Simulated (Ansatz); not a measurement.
A run for Ansatz (a quantum-chemistry and plane-wave program): R-wB97X-V/def2-TZVPPD on GeH4 (SMILES [GeH4]). Files ending in .json are basis or fitting sets from the Basis Set Exchange.

Ansatz 0.2 input:
```yaml
crystal:
  periodic: [false, false, false]
  atoms:
    - {symbol: Ge, position_ang: [-0.70010531, 0.53473121, 0.34687054]}
    - {symbol: H, position_ang: [-0.86038231, 0.61855786, -1.18009865]}
    - {symbol: H, position_ang: [-0.37538836, -0.91919667, 0.72698455]}
    - {symbol: H, position_ang: [-2.01310343, 0.95637223, 1.01988008]}
    - {symbol: H, position_ang: [0.44308819, 1.45176820, 0.79628322]}
basis:
  gaussian:
    orbitals: def2-TZVPPD.json
hamiltonian:
  xc: {name: wB97X-V}
scf: {lower_state_search: off}
```

Output:

```
WARN ansatz: RAYON_NUM_THREADS=1 ignored (pool sized by the plan → 1); use --threads N
Functional definition: wB97X-V
these checks for a lower state are left out or cut short: stability, starts, cluster_reference, orbital_swaps, neighbouring_geometries, increment
integrals: 0.05 GiB planned
650 factors; their error is unknown
integrals: 0.08 GiB planned
180 factors; integrals over basis functions are off by at most 1.1e-5 eV
mean field: 0.48 GiB planned
mean field evaluation 1: about -56577.4356 eV, gradient 1.6e1 eV
mean field evaluation 2: about -56577.5600 eV, gradient 1.5e1 eV
mean field evaluation 4: about -56577.6966 eV, gradient 1.2e-1 eV
mean field evaluation 8: about -56577.8499 eV, gradient 1.3e-2 eV
mean field -56577.84988786 eV, -2079.1976335348 hartree, gradient 3.6e-7 eV, S^2 0.000000; 0 other end points of the search recorded, 0 dependent functions left out
reference -56577.84988631 eV, -2079.1976334778 hartree; 18, 18 occupied and 104, 104 virtual orbitals, 650 factors
Total energy: -56577.84988631 eV, -2079.1976334778 hartree
Checks for a lower state left out: stability, starts, cluster_reference, orbital_swaps, neighbouring_geometries, increment
```

The run converged.

Cost: around 2.9 core-seconds (rough).
